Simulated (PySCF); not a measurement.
PySCF input (M06-2X/6-311+G**):

```python
from pyscf import gto, dft

mol = gto.M(
    atom='''
    C    -1.58595400    0.47098100    0.54841000
    C    -0.70623700    0.15901600   -0.59416700
    Si    1.04341300   -0.28742500    0.01011400
    H    -2.09843000   -0.31697400    1.08200900
    H    -1.60673800    1.46418200    0.97426300
    H    -0.60419900    1.00748500   -1.27726200
    H    -1.07352600   -0.69265200   -1.17441700
    H     0.97663400   -1.46796700    0.90285200
    H     1.61724800    0.85265900    0.76247200
    H     1.93437500   -0.60276700   -1.13697400
    ''',
    basis='6-311+g**',
    charge=0,
    spin=1,
    verbose=4,
)

mf = dft.UKS(mol, xc='m062x')
mf.grids.level = 4
mf.conv_tol = 1e-9
mf.max_cycle = 100
mf.max_memory = 1500
mf.kernel()
if not mf.converged:
    mf = mf.newton()
    mf.kernel(mf.make_rdm1())
mo, _, stable, _ = mf.stability(return_status=True)
if not stable:
    mf.kernel(mf.make_rdm1(mo, mf.mo_occ))
    stable = mf.stability(return_status=True)[2]
mf.dip_moment()
```

From the output:

```
  HOMO = -0.242600740859  LUMO = -0.0282261748532  gap/eV = 5.83343
cycle= 5 E= -369.802591088107  delta_E= -7.99e-05  |g|= 0.00341  |ddm|= 0.0157
  alpha nocc = 17  HOMO = -0.243426026609228  LUMO = 0.00908380883932589
  beta  nocc = 16  HOMO = -0.387694646434976  LUMO = -0.0276664959384999
  HOMO = -0.243426026609  LUMO = -0.0276664959385  gap/eV = 5.87112
cycle= 6 E= -369.802607518198  delta_E= -1.64e-05  |g|= 0.00126  |ddm|= 0.00985
  alpha nocc = 17  HOMO = -0.243367991740172  LUMO = 0.00909805695197678
  beta  nocc = 16  HOMO = -0.387810177386359  LUMO = -0.0274021832368008
  HOMO = -0.24336799174  LUMO = -0.0274021832368  gap/eV = 5.87673
cycle= 7 E= -369.802608830306  delta_E= -1.31e-06  |g|= 0.000392  |ddm|= 0.00181
  alpha nocc = 17  HOMO = -0.243488286762357  LUMO = 0.00910531242482394
  beta  nocc = 16  HOMO = -0.387791783380734  LUMO = -0.0274166623823857
  HOMO = -0.243488286762  LUMO = -0.0274166623824  gap/eV = 5.87961
cycle= 8 E= -369.802608978603  delta_E= -1.48e-07  |g|= 8.98e-05  |ddm|= 0.00092
  alpha nocc = 17  HOMO = -0.243480048579158  LUMO = 0.00910583310402428
  beta  nocc = 16  HOMO = -0.387785508617943  LUMO = -0.0274028815003012
  HOMO = -0.243480048579  LUMO = -0.0274028815003  gap/eV = 5.87976
cycle= 9 E= -369.802608986119  delta_E= -7.52e-09  |g|= 2.3e-05  |ddm|= 0.00029
  alpha nocc = 17  HOMO = -0.243480060447581  LUMO = 0.00910623605656082
  beta  nocc = 16  HOMO = -0.38778728826331  LUMO = -0.027403322721064
  HOMO = -0.243480060448  LUMO = -0.0274033227211  gap/eV = 5.87975
cycle= 10 E= -369.802608986872  delta_E= -7.53e-10  |g|= 5.19e-06  |ddm|= 7.95e-05
  alpha nocc = 17  HOMO = -0.243479445426601  LUMO = 0.00910649597135194
  beta  nocc = 16  HOMO = -0.387786436398912  LUMO = -0.0274029135862441
  HOMO = -0.243479445427  LUMO = -0.0274029135862  gap/eV = 5.87974
Extra cycle  E= -369.802608986916  delta_E= -4.5e-11  |g|= 2.34e-06  |ddm|= 2.63e-05
converged SCF energy = -369.802608986916  <S^2> = 0.75535121  2S+1 = 2.0053441
uhf_internal: lowest eigs of H = [0.33683043 0.39294692 0.39911995]
<class 'pyscf.dft.uks.UKS'> wavefunction is stable in the internal stability analysis
Dipole moment(X, Y, Z, Debye): -0.15203,  0.02158, -0.33701
```

The geometry given is a B3LYP-D3(BJ)/def2-TZVP minimum.
